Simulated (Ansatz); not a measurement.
Coupled-cluster diagnostics for the cluster In₂N₃⁻, Ansatz.

Geometry of the singlet (PBE0-D4/def2-SVPD):

Cartesian coordinates in Å:
```
In -0.6189 -1.4548 0.0735
In 1.8959 2.3644 -0.3847
N -0.3287 1.6674 0.2323
N -1.2345 -3.2522 0.1103
N 0.2862 0.6753 -0.0314
```

In the def2 sets In takes a core potential; there is no spin–orbit coupling. Correlated methods freeze 11 core orbitals; core or outer-core shells of In are correlated, in sets that lack core-valence functions. At PBE0-D4/def2-TZVPD a quintet of charge -1 lies 1.49 eV below the restricted singlet, each at its own geometry. The structure comes from a short search, and lower isomers may exist.

Q: Estimate the CCSD(T) correlation energy, the shares of MP2 and (T), T1 and the reference's ⟨S²⟩ for: charge -1, singlet, own geometry in def2-TZVPPD; and the rough time on 4 threads of Arm Neoverse V1 on a shared host.

A: 
| state | basis | correlation (eV) | MP2 share (%) | (T) share (%) | T1 | ⟨S²⟩ (pure) | wall time | remarks |
| --- | --- | --- | --- | --- | --- | --- | --- | --- |
| charge -1, singlet, own geometry | def2-TZVPPD | -34.479 | 98.6 | 5.9 | 0.040 | 0.00 (0.00) | 4.8 min | large T1 (0.040), restricted SCF unstable |
Customary marks for T1 are 0.02 (closed shells), 0.045 (open shells) and about 0.05 (3d metals). T1 exceeds 0.02 in 1 of 1 rows and 0.045 in 0; the higher it lies, the less the single-reference result can be trusted.
